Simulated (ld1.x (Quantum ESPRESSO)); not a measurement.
**BLYP TM dataset for Ge, scalar-relativistic all-electron reference.**

```json
{
 "Element": "Ge",
 "Generator": "ld1.x (Quantum ESPRESSO) 7.5",
 "Type": "norm-conserving Troullier–Martins (Kleinman–Bylander form)",
 "Functional": "BLYP",
 "Relativity": "scalar-relativistic",
 "Frozen core": "[Ne]",
 "Valence charge": "22",
 "Reference configuration": "3s2 3p6 3d10 4s2 4p2",
 "Partial waves": "3s (bound): rc 0.65 bohr; 3d (bound): rc 1.15 bohr; 3p (bound): rc 0.65 bohr",
 "Local potential": "the p channel",
 "Core correction": "none"
}
```

Occupied shells without a wave of their own: 4p, 4s. They enter only through the test configuration that unscreens the potential.

All-electron outer shells of the reference configuration (BLYP, scalar-relativistic, ld1.x):

```csv
shell,level (eV),outermost node (bohr),outermost maximum (bohr)
2s,-1371.99,0.06,0.18
2p,-1199.16,–,0.14
3s,-168.14,0.26,0.54
3p,-115.38,0.23,0.54
3d,-29.18,–,0.50
4s,-11.67,0.77,1.73
4p,-3.79,0.82,2.19
```

Results:

- Cutoffs needed: over 300 Ry and over 300 Ry (the cutoffs (Ry, on a coarse ladder) from which the occupation-weighted sum of valence levels, in a spherical-Bessel basis at the reference potential, stays within 10 and 1 mRy of its value at 400 Ry)
- Ghost test: no extra level below or beside the all-electron valence levels (s, d, p, f tested) (spherical-Bessel basis up to 400 Ry, 20 bohr box)
- Largest excitation error: -675 meV (all-electron minus pseudo) for 3s2 3p6 3d10 4s0 4p0, out of 7 test configurations

Generation and tests took about 9.8 s on one core of a shared server CPU.
